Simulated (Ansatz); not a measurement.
Z-matrix (Å, degrees):
```
Ga
O 1 1.7681
C 2 1.4024 1 124.18
H 3 1.1045 2 110.11 1 121.07
H 3 1.1045 4 107.48 2 -119.97
H 3 1.1048 4 107.71 5 -115.79
O 1 1.7682 2 120.05 3 0.18
C 7 1.4025 1 124.02 2 -179.75
H 8 1.1044 7 110.08 1 -121.73
H 8 1.1045 9 107.49 7 120.00
H 8 1.1048 9 107.71 10 115.80
O 1 1.7683 2 119.96 3 -179.80
C 12 1.4025 1 124.05 2 -0.15
H 13 1.1044 12 110.07 1 122.01
H 13 1.1046 14 107.48 12 -120.01
H 13 1.1048 14 107.71 15 -115.79
```
Charge 0, multiplicity 1.

Computed with frozen-core CCSD(T)/cc-pVDZ // PBE0-D3(BJ)/def2-SVP (Ansatz, a program for electronic structure).

```
Quantity                        Result
----------------------  --------------
HF energy               -2266.70753 Ha
MP2 correlation energy     -1.06901 Ha
```

Q: Estimate the CCSD correlation energy, the (T) correction, the total energy and the T1 diagnostic.

A: 
```yaml
CCSD correlation energy: -1.12792 Ha
"(T) correction": -0.03055 Ha
CCSD(T) total energy: -2267.86599 Ha
T1 diagnostic: 0.013
```
